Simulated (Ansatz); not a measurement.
Molecule: C4H9N, net charge 0, singlet state. 
Coordinates optimised at B3LYP-D3(BJ)/def2-TZVP (Ansatz, a first-principles code):
SMILES: NC1CCC1
```xyz
14

C     -1.5398     0.2655     0.2709
C     -0.6234    -0.9815     0.2024
C      0.5971    -0.0373     0.2786
C     -0.3237     1.1240    -0.1576
N      1.7132    -0.3468    -0.6022
H     -1.8557     0.4849     1.2912
H     -2.4165     0.2798    -0.3747
H     -0.6644    -1.4556    -0.7791
H     -0.7297    -1.7420     0.9762
H      0.8911     0.1004     1.3288
H     -0.1838     2.0937     0.3203
H     -0.2801     1.2446    -1.2408
H      2.1797    -1.1960    -0.3002
H      2.4060     0.3942    -0.5721
```

Basis-set convergence of Hartree-Fock and MP2 correlation energies (hartree) with Ansatz. Cores are frozen in the correlated levels unless marked. Spin-orbit coupling is left out. Non-relativistic.

```csv
basis,functions,E(HF),"E(corr, MP2)"
cc-pVDZ,115,-211.13949,-0.73578
cc-pVTZ,276,-211.19895,-0.90187
cc-pVQZ,545,-211.21318,-0.95890
```

Extrapolating the two largest sets (X = 3 and 4) as X^-3: E(corr) = (64·(-0.95890) - 27·(-0.90187))/37 = -1.0005 Eh, an estimate of the basis-set limit. The largest set recovers 95.8 % of it, the smallest 73.5 %.
